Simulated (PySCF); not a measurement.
# Bond lengths and vibrations by method: BH4NSi

These are calculations, not measurements. They come from PySCF 2.14.0, an open-source quantum chemistry program, on an isolated molecule that a program drew, which may never have been made. The molecule is BH4NSi (charge 0, singlet), drawn as the SMILES string `B[Si]N`.

The geometry was optimised and harmonic frequencies were computed with HF and MP2, all in the cc-pV(D+d)Z basis, for the commonest isotopes, with a restricted reference for singlets and an unrestricted one otherwise, and a frozen core in MP2. Each result is a local minimum of its method.

Geometry at the HF minimum:
```xyz
7
BH4NSi, angstrom
B    -1.3303    2.8916   -2.8959
Si   -2.2730    2.7009   -1.0843
N    -2.8299    1.0889   -1.1749
H    -1.8959    3.3338   -3.8640
H    -0.1499    2.6844   -3.0238
H    -3.3459    0.6813   -0.4180
H    -2.7131    0.4341   -1.9244
```

Lengths of the bonds as drawn, in Å (atoms numbered as above):
| bond | HF | MP2 |
|---|---|---|
| B1-Si2 | 2.051 | 2.038 |
| Si2-N3 | 1.708 | 1.721 |
| B1-H4 | 1.205 | 1.213 |
| B1-H5 | 1.205 | 1.213 |
| N3-H6 | 1.003 | 1.018 |
| N3-H7 | 1.002 | 1.018 |

Rotational constants, in GHz:
```
constant     HF    MP2
       A  20.41  20.35
       B  7.166  7.148
       C  5.549  5.536
```

Harmonic frequencies in cm^-1, each column in rising order, so a row needn't be the same motion in every method:
| rank | HF | MP2 |
|---|---|---|
| 1 | 200 | 167 |
| 2 | 224 | 223 |
| 3 | 422 | 408 |
| 4 | 562 | 530 |
| 5 | 587 | 577 |
| 6 | 675 | 677 |
| 7 | 833 | 780 |
| 8 | 890 | 865 |
| 9 | 967 | 925 |
| 10 | 1246 | ? |
| 11 | 1715 | 1584 |
| 12 | 2638 | 2590 |
| 13 | 2706 | 2667 |
| 14 | 3773 | 3582 |
| 15 | 3865 | 3689 |

**Estimate the missing MP2 frequency from the HF column.**

A single factor s that minimises the squared misfit of MP2 against s times HF over the other rows is sum(HF x MP2) / sum(HF^2) = 0.9602, with an rms misfit of 34 cm^-1. For rank 10 it gives 0.9602 x 1246 = 1196 cm^-1. The calculation gives 1190 cm^-1, 6 cm^-1 below the estimate. The drawn bonds are on average 0.8 % longer in MP2 than in HF.
